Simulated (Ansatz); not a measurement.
C2H7InO (`[CH3][InH][CH2]O`), relaxed with RKS PBE-D4/def2-SVP in the Gaussian-basis code of Ansatz from a rough embedded geometry. The force threshold is 0.03 eV/Å; the program also tests the step.

Total charge 0; spin multiplicity 1. In: def2 effective core potential.

Start:

```xyz
11

C    -0.143   -0.742   -1.323
In    1.140    0.138    0.096
C    -0.486    0.977    0.699
O    -0.512    0.525    1.950
H    -1.021   -0.777   -1.989
H     0.771   -0.608   -1.987
H    -0.043   -1.771   -0.884
H     2.089   -0.500    0.552
H    -1.492    1.519    0.441
H     0.308    1.764    0.633
H    -0.610   -0.525    1.813
```

Q: By how much does the energy fall, and how many steps does the optimiser take? (An estimate is asked.)

A: Computed: 8.23 eV, in 40 steps, 5 of them rejected.

Q: Which bonds change most? (An estimate is asked.)

A: The calculation gave: In2–H8 from 1.231 to 1.762 Å; In2–C3 from 1.927 to 2.230 Å; C3–O4 from 1.330 to 1.421 Å; O4–H11 from 1.064 to 0.974 Å.

Q: Give the relaxed structure. (An estimate is asked.)

A: Computed: 
```xyz
11

C     0.125   -1.422   -1.342
In    1.069    0.193   -0.194
C    -0.269    1.226    1.261
O    -1.476    0.516    1.501
H    -0.904   -1.612   -0.980
H     0.090   -1.158   -2.419
H     0.717   -2.355   -1.242
H     2.775    0.562   -0.434
H    -0.434    2.290    0.961
H     0.280    1.267    2.225
H    -1.974    0.494    0.664
```
